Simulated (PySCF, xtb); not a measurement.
H3HfO3, SMILES [Hf+]([OH])([OH])[OH], charge +1, multiplicity 1. Other conformers were not sampled.

Harmonic wavenumbers (cm⁻¹) from GFN2-xTB (xtb) at its own minimum, in rising order: 31, 47, 51, 375, 377, 386, 415, 449, 455, 500, 557, 558, 3453, 3455, 3471.

Problem. What does PySCF with PBE-D3(BJ)/def2-SVP give at its own minimum? (An estimate is asked for; the answer gives what the named calculation found.)

Solution. 140, 190, 190, 263, 381, 381, 492, 493, 545, 749, 749, 774, 3785, 3785, 3797. Paired by order, the mean absolute difference is 158 cm⁻¹ and the zero-point energies are 20.8 and 23.9 kcal/mol.
